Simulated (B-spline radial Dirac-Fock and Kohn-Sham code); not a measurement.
X-ray scattering factor of Fe⁺

System: Fe⁺, configuration [Ar] 3d6 4s1, inside a Watson sphere of charge -1 and radius 2 Å (a model of the Madelung potential; inside it an electron's potential energy is raised by 7.2 eV).

Model: relativistic Hartree-Fock (Dirac-Fock) wave functions, averaged over the configuration. Program: a radial finite-basis atomic code. f₀ is the Fourier transform of the spherical electron density, S the Waller-Hartree incoherent function, and s = sin θ/λ.

```
s (Å⁻¹)      f₀       S
      0  25.000   0.000
   0.08  23.872   1.440
    0.1  23.329   2.012
   0.11  23.036   2.299
   0.13  22.418   2.870
   0.16  21.441   3.714
   0.19  20.435   4.553
   0.22  19.422   5.385
   0.26  18.086   6.471
   0.31  16.474   7.757
   0.37  14.679   9.171
   0.43  13.081  10.447
   0.51  11.294  11.958
    0.6   9.745  13.421
   0.72   8.308  15.012
   0.85   7.309  16.337
      1   6.546  17.497
   1.18   5.848  18.579
    1.4   5.070  19.647
   1.66   4.189  20.668
   1.96   3.298  21.572
   2.32   2.492  22.340
   2.74   1.893  22.933
```

f₀ starts at the number of electrons, 25, and has fallen to half at s ≈ 0.46 Å⁻¹. The sum of ⟨r²⟩ over the electrons is 26.70 bohr².

Values without a named source are computed, but for edge energies of neutral atoms, which are taken from tables.
